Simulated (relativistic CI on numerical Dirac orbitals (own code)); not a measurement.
## One change at a time: Eu LIII

Base calculation: Dirac-Coulomb-Breit CI, orbitals from a KLI potential per configuration, a model potential for QED, unscaled Slater integrals.

Configurations in the expansion (outside the closed core [Ne]): 3s, 3p, 3d, 4s, 4p, 4d, 4f, 5s, 5p, 5d, 5f, 5g, 6s, 6p, 6d. Levels of other configurations are missing.

Variants: (1) valence Slater integrals scaled by 0.9; (2) configuration mixing switched off; (3) non-relativistic limit. Shifts of the energy above 3s ²S1/2, in eV, for the lowest level and the first level of each name with at least 55 % of one term (blank where a level changes its place among those of its configuration and J or its character, or is not in the variant):

```tsv
Level	Base	Δ(1)	Δ(2)	Δ(3)
3s ²S1/2	0.00	0.00	0.00	0.00
3p ²P°1/2	125.16	0.00	+0.01	-16.12
3p ²P°3/2	300.97	0.00	-0.01	-191.92
3d ²D3/2	454.32	0.00	0.00	-196.94
3d ²D5/2	494.43	0.00	-0.02	-237.05
4s ²S1/2	2203.24	0.00	-0.03	-139.69
4p ²P°1/2	2255.03	0.00	-0.04	-145.72
4p ²P°3/2	2326.83	0.00	-0.03	-217.51
4d ²D3/2	2384.97	0.00	-0.03	-218.98
4d ²D5/2	2402.35	0.00	-0.03	-236.36
4f ²F°5/2	2433.18	0.00	-0.02	-234.50
4f ²F°7/2	2440.72	0.00	-0.02	-242.04
5s ²S1/2	3183.87	0.00	-0.03	-191.28
5p ²P°1/2	3209.92	0.00	-0.04	-194.07
```

At this charge energies of transitions that change n are usually good to better than 1 %, and those within a shell (Δn = 0) to a few per cent.

Ionisation energy from the two ground configurations alone: base 4838.01 eV. The NIST ASD value (theoretical) is 4838 eV.
